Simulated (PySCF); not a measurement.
Start geometry of `[OH][Cu-2]([OH])([F])[F]` (trans-[Cu(OH)2F2]2-) [radical] from GFN2-xTB (Å):
```
atom  x, y, z in Å
Cu1    0.0111   -0.0038    0.0549
O2     1.8157    0.1547    0.3311
H3     2.2109   -0.5331   -0.2128
F4    -0.4359    1.7600   -0.6998
O5    -1.5658   -0.2853    0.9450
H6    -2.1128    0.4753    0.7284
F7     0.0768   -1.5678   -1.1469
```

What comes out of this run: PBE0-D3(BJ)/def2-SVP geometry optimisation, gas phase in PySCF 2.14.0?

```
atom  x, y, z in Å
Cu1   -0.002    0.002   -0.010
O2     1.938    0.037   -0.156
H3     1.864   -0.901   -0.390
F4    -0.315    1.947    0.012
O5    -1.861   -0.086    0.555
H6    -1.837    0.883    0.538
F7     0.213   -1.882   -0.548
```

The energy falls by 12.5 kcal/mol over 13 energy and gradient evaluations, the largest force component goes from 0.0339 to 3.2e-04 Eh/bohr, and the atoms move by 0.508 Å rms after alignment. Among the bonds, Cu1–O2 and Cu1–O5 change most and about equally (+0.112 to +0.113 Å). Bonds longer at the end by more than 0.005 Å: 4 of 6; shorter: 0. Among the angles that change most is F4–Cu1–F7, from 118.9° to 164.6°. Among the dihedrals that turn most is F7–Cu1–O5–H6, from -119° to -166°. Rotational constants go from 3456, 3084, 2340 to 4303, 3080, 1849 MHz. The orientation of the end geometry is arbitrary; only internal coordinates are fixed.

The run used 97 basis functions and 159 SCF cycles in all. Hardware: one thread of an Arm Neoverse V2, no GPU, on a shared host. Cost: 73 s wall.

Not checked by PBE0-D3(BJ)/def2-SVP frequencies. ⟨S²⟩ = 0.753 (exact for a doublet: 0.75). Whether so highly charged an anion holds all its electrons in the gas phase wasn't checked; a finite basis holds them in any case. The ion is multiply charged and computed without counter-ions or solvent.

Neither the SCF state along the optimisation nor the shape of the open-shell metal species was proved the lowest: other solutions of the same spin, or a structure of lower symmetry, can lie below.
